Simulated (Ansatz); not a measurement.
`C#C[SiH2][AlH][SiH3]` + `[SiH3]S` → `[SiH3][AlH][S][SiH3]` + `C#C[SiH3]`  (cleavage of the Al–Si bond)

Isolated molecules relaxed with PBE0-D4/def2-TZVP in Ansatz; ΔE leaves out vibrations. CBS: MP2 limit from def2 TZ/QZ plus the TZ coupled-cluster correction, frozen cores. DFT in def2-TZVPP. Each species was taken in one conformer, which may not be the lowest.

CCSD(T)/CBS gives -113.2 kJ/mol.

(1) Another level gave -82.1 kJ/mol. Which?
A. ωB97M-V/def2-TZVPP
B. B97M-V/def2-TZVPP
C. PBE/def2-TZVPP
D. MP2/def2-TZVPP

Largest T1 diagnostic among the species: 0.015.

Answers

(1) C. PBE -82.1, MP2/def2-TZVPP -116.5, ωB97M-V -108.2, B97M-V -98.4 kJ/mol.

From BLYP to BHLYP (50 % exact exchange), in def2-TZVPP and without D4, ΔE moves by −17.9 kJ/mol. Leaving LDA and LC-ωPBE aside and taking each functional with its dispersion term where it has one, the values, not all of them listed here, spread over 43.4 kJ/mol, from BHLYP-D4 to PBE-D4. LDA lies +13.5 kJ/mol from PBE without D4.
